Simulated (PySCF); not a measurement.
HFSi (SMILES F[SiH]), singlet, geometry from GFN2-xTB.

Here is a job for PySCF.
```python
from pyscf import gto, scf, dft

mol = gto.Mole()
mol.atom = '''
    Si   -0.24845443   -0.32714290    0.45770159
    H    -0.88585188   -1.16646728   -0.57945722
    F     0.48491266    0.63849643   -0.64759612
'''
mol.basis = '6-31g*'
mol.verbose = 4
mol.build()

mf = dft.RKS(mol)
mf.xc = 'pbe0'
mf = mf.density_fit(auxbasis='def2-universal-jkfit')
mf.kernel()
```

Q: What is the computed total energy (DF-PBE0/6-31G* run with PySCF)?

A: -389.6784 Eh

Q: What is the computed HOMO energy (DF-PBE0/6-31G*)?

A: -6.89 eV

Q: Estimate the HOMO-LUMO gap that DF-PBE0/6-31G* returns for this input.

A: 4.38 eV
